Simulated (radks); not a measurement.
Values are calculated unless marked as measured or tabulated.
Task: Level of theory: non-relativistic Kohn-Sham, LDA (Slater exchange, VWN5 correlation), spin-unpolarised, spherical densities, point nucleus (a radial shooting solver on a logarithmic mesh with Libxc functionals). Response by self-consistent Sternheimer equations with the Hartree and adiabatic LDA kernel. For heavy and open-shell atoms this level of theory can miss by tens of per cent. Rank Rb+, Ar+, Rh, Zr2+ (NIST ground configurations) by static dipole polarisability, largest first.

Result: Rh 61.41, Zr2+ 12.14, Rb+ 9.511, Ar+ 7.105 bohr^3.
